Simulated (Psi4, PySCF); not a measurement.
C2H6F2GeO (SMILES C[O][Ge]([CH3])([F])[F]), singlet, at a GFN2-xTB geometry, atoms displaced at random by about 0.03 Å a coordinate. Base run: PBE/STO-3G, gradient run with PySCF.

PySCF was given this input:
```python
from pyscf import gto, scf, dft

mol = gto.M(
    atom='''
C     2.30410269   -1.11968676    0.35842825
O     1.24191991   -0.21193561    0.73067599
Ge   -0.28927211    0.14661870    0.02313018
C    -1.86107361   -0.97440254    0.29834564
F    -0.53417170    1.75953878    0.44999615
F     0.10321987    0.27418476   -1.65421197
H     2.01659859   -2.10437250    0.63940478
H     2.45578873   -1.06972339   -0.75106299
H     3.20472681   -0.82061067    0.88403420
H    -2.77302623   -0.45903750   -0.10280384
H    -2.04178335   -1.11307209    1.33505648
H    -1.81417109   -1.93295230   -0.15597359
''',
    basis='sto-3g',
    verbose=4,
)

mf = dft.RKS(mol)
mf.xc = 'pbe'
mf.kernel()
g = mf.nuc_grad_method()
grad = g.kernel()
```

Programs used: Psi4, PySCF; a row that names a program was run with it.

The coordinate followed is y of atom 5.

Variants of this job, named by their change:

| change | dE/dx (Eh/bohr) | net force (Eh/bohr) |
|---|---|---|
| base | -0.005251 | 0.000144 |
| grids.level = 0; grid_response = off | … | 0.022634 |
| grids.level = 0; grid_response = on | -0.007377 | 0.000000 |
| finite difference step (bohr) = 1e-3; conv_tol = 1e-11 | -0.005161 | - |
| finite difference step (bohr) = 1e-5; conv_tol = 1e-11 | -0.005161 | - |
| grids.level = 1; grid_response = off | -0.005441 | 0.001022 |
| density fitting = on; auxbasis_response = off | -0.007764 | 0.005669 |
| finite difference step (bohr) = 0.05; conv_tol = 1e-11 | -0.005332 | - |
| grids.level = 1; grid_response = on | -0.004831 | 0.000000 |
| conv_tol = 1e-6 | -0.005218 | 0.000144 |
| code = psi4 | -0.005243 | 0.000408 |
| grids.level = 5; grid_response = on | -0.005152 | 0.000000 |

Q: Fill in the missing entries.

A: 
- grids.level = 0; grid_response = off, dE/dx (Eh/bohr): 0.014003

The net force is zero for an exact gradient.
